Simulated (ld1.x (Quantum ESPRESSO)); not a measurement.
## Si: one change to a TM potential, before and after

| Quantity | Value |
| --- | --- |
| Element | Si (Z = 14) |
| Generator | ld1.x (Quantum ESPRESSO) 7.5 |
| Type | norm-conserving Troullier–Martins (Kleinman–Bylander form) |
| Functional | PBEsol |
| Relativity | non-relativistic |
| Frozen core | [Ne] |
| Valence charge | 4 |
| Reference configuration | 3s1.5 3p2.5 |
| Partial waves | 3s (bound): rc 1.65 bohr; 3p (bound): rc 2.15 bohr; 3d channel at 0.15 Ry: rc 1.60 bohr |
| Local potential | the d channel |
| Core correction | none |

Change: all radii scaled by about 0.75 (s 1.24, p 1.62, d 1.20 bohr).

Cutoffs: the cutoffs (Ry, on a coarse ladder) from which the occupation-weighted sum of valence levels, in a spherical-Bessel basis at the reference potential, stays within 10 and 1 mRy of its value at 400 Ry; they do not see the model core or the augmentation charge, which bear on the density cutoff. Errors are all-electron minus pseudo energies relative to the spin-unpolarised reference configuration.

Question: What does the change do?

Answer: The potential gets harder (15 Ry and 35 Ry → 50 Ry and 100 Ry); a bound ghost appears in s, which as a rule spoils a file; of the 7 tests that both files solve, the error grows in 4 and shrinks in 3 by more than 15 % and 0.3 meV (median size 4.3 → 2.7 meV). A smaller radius makes the pseudo-wave follow the all-electron one further in, where it bends more sharply, so more plane waves are needed.

| quantity | base | changed |
| --- | --- | --- |
| cutoff, loose | 15 Ry | 50 Ry |
| cutoff, tight | 35 Ry | 100 Ry |
| loose cutoff by channel (10 mRy a level) | s 12 Ry, p 6 Ry | s 45 Ry, p 6 Ry |
| bound ghosts | none | s |
| error for 3s2 3p2, meV [ΔE -3.35 eV] | +0.6 | +2.3 |
| error for 3s2 3p1, meV [ΔE 4.37 eV] | +4.5 | -1.7 |
| error for 3s2 3p0, meV [ΔE 20.35 eV] | +40 | -28 |
| error for 3s2 3p2.3, meV [ΔE -4.28 eV] | +1.1 | +2.3 |
| error for 3s1 3p3, meV [ΔE 3.39 eV] | +0.6 | +2.7 |
| error for 3s1 3p0, meV [ΔE 54.18 eV] | +141 | -14 |
| error for 3s0 3p4, meV [ΔE 10.27 eV] | +4.3 | +37 |

 A true bound ghost makes a file unfit for plane-wave use even where its test errors are small: the radial tests pick states by their node count and pass the ghost by.
